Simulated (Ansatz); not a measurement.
```yaml
crystal:
  periodic: [false, false, false]
  atoms:
    - {symbol: C, position_ang: [0.289662, -2.722533, 2.340165]}
    - {symbol: O, position_ang: [-0.531799, -0.013266, 1.091076]}
    - {symbol: W, position_ang: [-0.242561, 2.442497, -2.121104]}
    - {symbol: O, position_ang: [-1.410656, 0.622790, -5.175412]}
    - {symbol: O, position_ang: [3.352396, 3.312314, -2.691947]}
    - {symbol: Cl, position_ang: [-2.930704, 6.607491, -1.475576]}
    - {symbol: H, position_ang: [-0.752748, -2.902235, 4.495146]}
    - {symbol: H, position_ang: [-0.450702, -4.530526, 0.940879]}
    - {symbol: H, position_ang: [2.677111, -2.816533, 2.596773]}
basis:
  gaussian: {orbitals: def2-mTZVPP}
hamiltonian: {xc: {name: B2PLYP}}
output: {forces: true}
```

```sh
$ ansatz run in.yaml --threads 4 --pin off --events-out ev --progress --plain --max-ram 11315MiB
```

It prints (some lines left out):

```
Functional definition: B2PLYP
1613 factors; integrals over basis functions are off by at most 4.3e-4 eV
mean field evaluation 1: about -21360.5948 eV, gradient 1.5e2 eV
mean field evaluation 2: about -21360.6033 eV, gradient 1.5e2 eV
mean field evaluation 4: about -20411.0157 eV, gradient 4.7e2 eV
mean field evaluation 8: about -21494.8582 eV, gradient 4.7e1 eV
mean field evaluation 16: about -21507.0587 eV, gradient 1.3e-1 eV
mean field evaluation 32: about -21507.0555 eV, gradient 5.7e-1 eV
mean field evaluation 64: about -21506.9355 eV, gradient 3.6e0 eV
mean field -21507.06263283 eV, -790.3699737459 hartree, gradient 3.0e-6 eV, S^2 0.000000; 6 other end points of the search recorded, 0 dependent functions left out; unrestricted orbitals would lower it
9 core orbitals not correlated: weight in the atoms' cores, before any rotation towards them, 1.000 or more for the frozen orbitals, at most 0.000 for the correlated occupied ones
reference -21507.06293336 eV, -790.3699847900 hartree; 23, 23 occupied and 137, 137 virtual orbitals, 1613 factors
second order -45.75531793 eV of doubles, -0.00000000 eV of singles
Total energy: -21519.41686920 eV, -790.8239835583 hartree
Atom 0 at     0.289662    -2.722533     2.340165 Å, force     0.779611    -2.085027     0.664136 eV/Å
Atom 1 at    -0.531799    -0.013266     1.091076 Å, force    -0.106365     0.551086    -0.378664 eV/Å
Atom 2 at    -0.242561     2.442497    -2.121104 Å, force     1.155186    -1.243645    -0.874030 eV/Å
Atom 3 at    -1.410656     0.622790    -5.175412 Å, force     0.367250     0.504363     0.911450 eV/Å
Atom 4 at     3.352396     3.312314    -2.691947 Å, force    -1.047961    -0.295892     0.171978 eV/Å
Atom 5 at    -2.930704     6.607491    -1.475576 Å, force    -0.530906     0.858104     0.090491 eV/Å
Atom 6 at    -0.752748    -2.902235     4.495146 Å, force     0.573294     0.227535    -1.321287 eV/Å
Atom 7 at    -0.450702    -4.530526     0.940879 Å, force     0.544826     1.369061     0.975062 eV/Å
Atom 8 at     2.677111    -2.816533     2.596773 Å, force    -1.734937     0.114415    -0.239135 eV/Å
Dipole moment:    -1.401810    -0.346300     3.024269 e Å
```

In this input the geometry is stretched to more than twice its size. The calculation finished and met its thresholds. The result belongs to that input, not to the molecule as meant.
